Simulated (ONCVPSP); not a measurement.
Scattering properties, ONCV potential for V (Z = 23)

vanadium, optimised norm-conserving Vanderbilt (ONCV), made with ONCVPSP 4.0.1 (PBE, scalar-relativistic). Core [Ne], reference 3s2 3p6 3d3 4s2. Waves: 3s+4s: rc 1.85 bohr, ncon 4, nbas 7, qcut 5.3 1/bohr, 2 projectors; 3p: rc 1.40 bohr, ncon 3, nbas 7, qcut 9.5 1/bohr, 1 projector; 3d: rc 1.20 bohr, ncon 4, nbas 9, qcut 15.5 1/bohr, 1 projector. Local part: polynomial inside 1.15 bohr (lpopt 5, dvloc0 -1 Ha). Core correction: Teter function, fcfact 3.75, rcfact 1.65.

The phase is arctan(r·R′/R) of the radial function R(r), unwrapped; energies in Ha, scanned from -4 to 5 Ha. A pole is an energy at which the radial function vanishes at the test radius. The pseudo phase is shifted by a multiple of π to meet the all-electron one at the reference energy, and phase errors are pseudo minus all-electron; the curves can meet again beyond the range given. Levels narrower than the energy grid can be missing from the lists of poles.

```csv
channel,radius (bohr),reference energy (Ha),"poles, all-electron","poles, pseudo",unbroken range about the reference energy with phases within 0.05 rad,phase error 1 Ha above the reference energy (rad)
s,1.88,-0.17,"-2.44, 3.83","-2.44, 3.62",below 4.7,-0.002
p,1.43,-1.62,-0.62,-0.63,below 1.9,-0.002
d,1.22,-0.19,1.78,1.82,below 4.2,+0.002
```

Phases in the p channel:

```
E (Ha)  all-electron  pseudo
 -3.98         1.056   1.054
 -3.50         0.922   0.919
 -3.02         0.650   0.645
 -2.54         0.021   0.015
 -2.06        -0.821  -0.823
 -1.58        -1.254  -1.254
 -1.10        -1.453  -1.454
 -0.62        -1.570  -1.572
 -0.14        -1.655  -1.658
  0.34        -1.727  -1.734
  0.82        -1.800  -1.811
  1.30        -1.884  -1.905
  1.78        -1.994  -2.035
  2.26        -2.160  -2.247
  2.74        -2.442  -2.637
  3.22        -2.933  -3.275
  3.70        -3.541  -3.844
  4.18        -3.967  -4.159
  4.66        -4.204  -4.329
```
